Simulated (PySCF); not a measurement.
C4H5ClSi, SMILES C#C[Si@H](Cl)C=C.

Geometry optimised at B3LYP-D3(BJ)/def2-SVP. The structure was generated by enumeration; whether it is a known compound was not checked. Other conformers were not sampled.

All values below come from SMD-B3LYP/6-31G* run with PySCF.

Solvation free energies are E(SMD) − E(gas) at the gas-phase geometry, for 1 M in both phases. In vacuum the dipole moment is 2.61 D.

```json
[
 {"solvent": "water", "ΔG(solv) (kcal/mol)": "?", "its non-electrostatic (CDS) part": "?", "dipole (D)": "?"},
 {"solvent": "benzene", "ΔG(solv) (kcal/mol)": "-2.6", "its non-electrostatic (CDS) part": "-0.3", "dipole (D)": "2.94"},
 {"solvent": "dimethylsulfoxide", "ΔG(solv) (kcal/mol)": "-1.8", "its non-electrostatic (CDS) part": "3.4", "dipole (D)": "3.31"}
]
```

Question: Fill in the missing entries. (The exact figures need the calculation; the answer reports its results.)

Answer: 
- water, ΔG(solv) (kcal/mol): 0.9
- water, its non-electrostatic (CDS) part: 6.2
- water, dipole (D): 3.32
